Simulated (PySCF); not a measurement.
A structure optimised at B3LYP-D3(BJ)/def2-SVPD, used in a PySCF frequency run:

```
S
S 1 2.0349
S 1 2.0349 2 114.93
```
Charge -1, spin multiplicity 2.

Q: Write its SMILES, formula and point group.

A: [S]S[S-], S3, C2v

Q: What are its rotational constants (standard atomic weights)?

A: 19.743, 2.6780, 2.3581 GHz
